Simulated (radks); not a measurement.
Values are calculated unless marked as measured or tabulated.
Question: All-electron atom: C+ in [He] 2s2 2p1. Level of theory: Dirac Kohn-Sham, PBE, spin-unpolarised, spherical densities, finite nucleus; open shells fill j = l - 1/2 first; Fermi nuclear charge, rms radius 2.4702 fm (a radial shooting solver on a logarithmic mesh with Libxc functionals). Some entries of the table are withheld. Estimate them.

| orbital | occ. | eigenvalue (eV) | <r^2> (bohr^2) | <1/r> (bohr^-1) |
|---|---|---|---|---|
| 1s1/2 | 2 | (1) | (2) | 5.649 |
| 2s1/2 | 2 | -25.7559 | 2.550 | 0.9853 |
| 2p1/2 | 1 | (3) | 2.838 | (4) |
| 2p3/2 | 0 | (5) | 2.841 | (6) |

Answer: 
(1) 1s1/2 eigenvalue (eV): -288.3815
(2) 1s1/2 <r^2> (bohr^2): 0.09916
(3) 2p1/2 eigenvalue (eV): -17.0100
(4) 2p1/2 <1/r> (bohr^-1): 0.8770
(5) 2p3/2 eigenvalue (eV): -16.9983
(6) 2p3/2 <1/r> (bohr^-1): 0.8763
